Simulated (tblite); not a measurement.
Species: C2H12OSeSi3.
Geometry (GFN2-xTB, Å), atoms numbered from 1 in this order:
```
atom  x, y, z in Å
C1    -2.5843    0.3188   -0.7108
C2    -1.4249    1.0058    0.0022
Si3   -0.8487    0.0469    1.5420
Se4   -0.1233   -2.0563    0.9600
Si5    0.9841   -1.7110   -0.9994
O6     1.8914   -0.3804   -0.9031
Si7    3.0101    0.5655   -0.2002
H8    -2.3107   -0.6934   -1.0050
H9    -3.4525    0.2557   -0.0583
H10   -2.8688    0.8664   -1.6078
H11   -1.7240    2.0132    0.2938
H12   -0.5873    1.1152   -0.6893
H13    0.2415    0.7523    2.2182
H14   -1.9529   -0.2258    2.4601
H15    1.8262   -2.8800   -1.1847
H16    0.0629   -1.4158   -2.0881
H17    2.7127    1.8827   -0.7544
H18    4.3100    0.0374   -0.6014
H19    2.8287    0.5119    1.2489
```

Computed with GFN2-xTB (tblite): harmonic, unscaled wavenumbers at the GFN2-xTB geometry, gas phase. Errors from tens to a few hundred cm⁻¹ against measured bands are possible. Modes of hydrogen on silicon can be 10 to 20 % off. One conformer, not necessarily the lowest. The optimisation stopped once no atom felt more than 0.01 eV/Å.

Lowest wavenumbers of the output (negative numbers stand for imaginary wavenumbers):
```
mode    cm-1
  1     -32.5
  2      14.6
  3      48.1
  4      68.3
  5      83.1
  6      84.9
  7      97.6
  8     131.0
```

Problem. Is this structure a minimum?

Solution. Not by this Hessian. 1 mode is imaginary beyond 20i (32i cm⁻¹), so at this level the point lies at or near a first-order saddle. The curvature is small, so loose convergence or finite differences may be the whole cause.

Problem. Which atoms move in the imaginary mode?

Solution. 32i: H17 (Si–H hydrogen) 30 %, H19 (Si–H hydrogen) 22 %, H18 (Si–H hydrogen) 21 %, Si3 (SiH2 silicon) 12 %. These are shares of the mass-weighted motion.

Problem. What is the remedy?

Solution. Step along that mode in both directions, optimise again with tighter thresholds and repeat the frequencies. The zero-point energy of this point (80.2 kcal/mol) counts the 50 real modes alone, and thermal corrections from it aren't those of a minimum.
